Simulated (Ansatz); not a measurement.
`[F][Al]([F])[SH]`. Charge 0, multiplicity 1. All single points use the PBE0-D4/def2-TZVP geometry. It is one conformer, not always the lowest.

```xyz
5

F     0.655   -1.239    1.112
Al   -0.409   -0.389    0.203
F    -1.980   -0.842    0.176
S     0.232    1.310   -0.954
H     1.503    1.161   -0.538
```

What is the dipole moment at ωB97M-V/def2-TZVPP? (Estimate.)

The calculation gave: 1.28 D, with components (1.01, 0.71, -0.31) D in this frame, pointing from negative to positive charge.

And with PBE, r2SCAN, B3LYP? (An estimate is asked.)

Computed: PBE 1.32 D, r2SCAN 1.29 D, B3LYP 1.34 D.

Give the Mulliken charges with ωB97M-V, r2SCAN, B3LYP in def2-TZVPP. (Estimate.)

The calculation gave: 
| atom | ωB97M-V | r2SCAN | B3LYP |
| --- | --- | --- | --- |
| F1 | -0.33 | -0.34 | -0.34 |
| Al2 | 0.76 | 0.80 | 0.79 |
| F3 | -0.33 | -0.34 | -0.34 |
| S4 | -0.24 | -0.25 | -0.24 |
| H5 | 0.14 | 0.13 | 0.13 |

B3LYP here is the variant with VWN-RPA as its local correlation; programs differ in this.
